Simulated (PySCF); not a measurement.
Job file and geometry (Å, from GFN2-xTB) of an NMR shielding run on `[SiH3]C[SiH2]C1=CO[BH2-][O+]=C1`, C₄H₁₁BO₂Si₂, GIAO PBE0/pcSseg-1 NMR shielding, non-relativistic, gas phase in PySCF 2.14.0, density-fitted response routines; density fitting, a coarse starting grid and PySCF grid level 2 are the driver's defaults:

```
$ OMP_NUM_THREADS=1 python probes_run.py task.json out

{"job": {"kind": "nmr", "xc": "PBE0", "basis": "pcSseg-1"}, "charge": 0, "multiplicity": 1}
Si     2.448670     1.279099     0.447212
C      2.317661    -0.602322     0.181292
Si     0.749859    -1.419010     0.878877
C     -0.756978    -0.596786     0.127224
C     -1.299039    -0.990411    -1.094644
O     -2.275706    -0.458125    -1.686066
B     -2.986846     0.776454    -1.100577
O     -2.395047     1.107455     0.283022
C     -1.408628     0.472197     0.740286
H      2.427129     1.571491     1.882789
H      1.326670     1.951102    -0.212499
H      3.709073     1.760363    -0.125565
H      2.372119    -0.803327    -0.889729
H      3.191803    -1.083041     0.619886
H      0.681944    -1.258987     2.335785
H      0.713732    -2.846715     0.532301
H     -0.862465    -1.850941    -1.608457
H     -4.132541     0.500088    -0.951667
H     -2.766401     1.698760    -1.820174
H     -1.060157     0.803336     1.721917
```

Q: What does the program print?

A: 
```
coarse grid: 17672 points
cycle   1  E = -912.4597643184  dE =  1.175e+00  |g| = 8.103e-01  |ddm| = 4.059e+00
cycle   2  E = -912.1970124333  dE =  2.628e-01  |g| = 1.434e+00  |ddm| = 1.655e+00
cycle   3  E = -912.5842470855  dE = -3.872e-01  |g| = 2.137e-01  |ddm| = 1.209e+00
cycle   4  E = -912.5938690200  dE = -9.622e-03  |g| = 6.633e-02  |ddm| = 2.372e-01
cycle   5  E = -912.5949285092  dE = -1.059e-03  |g| = 8.491e-03  |ddm| = 6.878e-02
cycle   6  E = -912.5949436094  dE = -1.510e-05  |g| = 2.885e-03  |ddm| = 1.168e-02
cycle   7  E = -912.5949455231  dE = -1.914e-06  |g| = 6.815e-04  |ddm| = 3.544e-03
final grid: 161400 points
cycle   8  E = -912.6639705886  dE = -3.310e-05  |g| = 1.348e-02  |ddm| = 3.051e-02
cycle   9  E = -912.6638938092  dE =  7.678e-05  |g| = 2.418e-02  |ddm| = 2.457e-02
cycle  10  E = -912.6640034609  dE = -1.097e-04  |g| = 2.190e-03  |ddm| = 1.801e-02
cycle  11  E = -912.6640046432  dE = -1.182e-06  |g| = 3.140e-04  |ddm| = 2.421e-03
cycle  12  E = -912.6640046641  dE = -2.089e-08  |g| = 1.263e-04  |ddm| = 3.950e-04
cycle  13  E = -912.6640046682  dE = -4.108e-09  |g| = 2.096e-05  |ddm| = 1.328e-04
cycle  14  E = -912.6640046683  dE = -8.981e-11  |g| = 6.013e-06  |ddm| = 2.748e-05
converged SCF energy = -912.6640046683

GIAO shielding tensors (ppm)
atom      isotropic    diamagn.    paramagn.     s11        s22        s33       span
  0 Si     426.105     880.445    -454.340    401.022    411.517    465.775     64.753
  1 C      195.246     258.220     -62.974    184.143    194.530    207.064     22.921
  2 Si     392.936     882.932    -489.997    367.811    391.628    419.368     51.557
  3 C       84.833     268.654    -183.821    -14.158    103.288    165.368    179.526
  4 C       -4.571     251.357    -255.928   -111.662    -11.592    109.541    221.202
  5 O       39.192     395.723    -356.531   -204.518    -27.611    349.704    554.222
  6 B       97.334     184.414     -87.080     87.055    101.285    103.660     16.605
  7 O       40.253     396.309    -356.056   -201.453    -26.559    348.772    550.225
  8 C       -5.305     252.182    -257.487   -111.785    -13.191    109.062    220.848
  9 H       27.896      29.927      -2.031     24.617     26.145     32.926      8.309
 10 H       27.624      31.164      -3.540     23.711     27.133     32.029      8.318
 11 H       27.574      28.951      -1.377     23.958     25.153     33.611      9.653
 12 H       31.898      33.382      -1.485     27.268     29.383     39.042     11.774
 13 H       31.920      29.368       2.552     26.396     28.911     40.454     14.057
 14 H       27.362      30.540      -3.177     24.254     25.609     32.224      7.970
 15 H       27.085      29.986      -2.901     23.321     25.372     32.562      9.241
 16 H       24.044      30.856      -6.812     21.629     22.616     27.887      6.258
 17 H       27.475      28.452      -0.977     25.288     28.090     29.047      3.759
 18 H       27.449      29.991      -2.542     25.505     27.884     28.958      3.453
 19 H       24.050      31.834      -7.784     22.143     22.301     27.706      5.562
```

Size and cost of the density-fitted run: 222 basis functions, 3.2 min wall time (2.6 min CPU) on 1 thread of an AMD EPYC, shared host; peak memory 0.99 GiB.
